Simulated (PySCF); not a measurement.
# Stretching InSe

Set-up: basis In cc-pVDZ-PP with ECP28, Se cc-pVDZ-PP with ECP10; scalar-relativistic core potentials; PySCF 2.14. Energies in eV from In + Se in their ground configurations at the same level. State: ²Π (doublet), unpaired electrons π ↑.

All columns are revPBE. A positive dipole means In(−)Se(+).

```tsv
R (Å)	E (eV)	μ (D)	Mulliken charge on In (basis-dependent)	HOMO (eV)	LUMO (eV)	Mayer bond order	⟨S²⟩
2.289	-1.985	-0.43	0.17	-4.93	-5.77	1.28	0.75
2.396	-2.441	-1.03	0.21	-5.04	-5.50	1.23	0.75
2.502	-2.703	-1.62	0.25	-5.11	-5.26	1.18	0.75
2.582	-2.807	-2.06	0.27	-5.14	-5.08	1.16	0.75
2.662	-2.852	-2.48	0.29	-5.14	-4.92	1.13	0.75
2.742	-2.852	-2.90	0.31	-4.99	-4.77	1.11	0.75
2.848	-2.801	-3.43	0.33	-4.81	-4.59	1.08	0.75
2.981	-2.681	-4.07	0.35	-4.60	-4.38	1.06	0.76
3.141	-2.489	-4.77	0.37	-4.39	-4.17	1.04	0.76
3.354	-2.200	-5.62	0.38	-4.16	-3.93	1.01	0.77
```

A fit through these points gives, at Re = 2.701 Å, μ = -2.69 D and dμ/dR = -5.22 D/Å; the reduced mass is 47.13 u.

Problem. How strong is the fundamental in the double-harmonic approximation, I = 42.26·(dμ/dR)²/μred km/mol?

Solution. I = 42.26·(-5.22)²/47.13 = 24.4 km/mol at revPBE.

Spin–orbit coupling is left out, which matters for elements this heavy, above all for dissociation energies. The state is the lowest determinant that a PBE0 search found; another state may lie lower at other levels.

At some distances an empty level lies below a filled one, because the occupation is held.
